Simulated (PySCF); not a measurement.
C₃H₈MgO, SMILES C[CH](C)[Mg][OH]. Heavy atoms are numbered as in [Mg:1]([CH:2]([CH3:3])[CH3:4])[OH:12]. Hydrogens are named by the atom that carries them.

Coordinates come from a PBE-D3(BJ)/def2-SVP optimisation. The structure was generated by enumeration; whether it is a known compound was not checked. One conformer was computed; it need not be the lowest.

The numbers are results of PySCF with PBE/pcSseg-1, not measurements.

GIAO shieldings, no solvent; atoms alike by connectivity are averaged. δ = σ(ref) − σ: ¹³C against TMS (σ = 182.0 ppm); ¹H against TMS (σ = 31.49 ppm); ¹⁷O against H2O (σ = 334.3 ppm), references at their B3LYP-D3(BJ)/def2-TZVP geometries, non-relativistic.

```csv
nucleus,atoms,count,δ (ppm)
¹³C,C3 (CH3),2,31.6
¹³C,C2 (CH),1,20.8
¹H,H on C3,6,2.05
¹H,H on C2,1,1.40
¹H,H on O12,1,0.00
¹⁷O,O12 (OH),1,-32.5
```
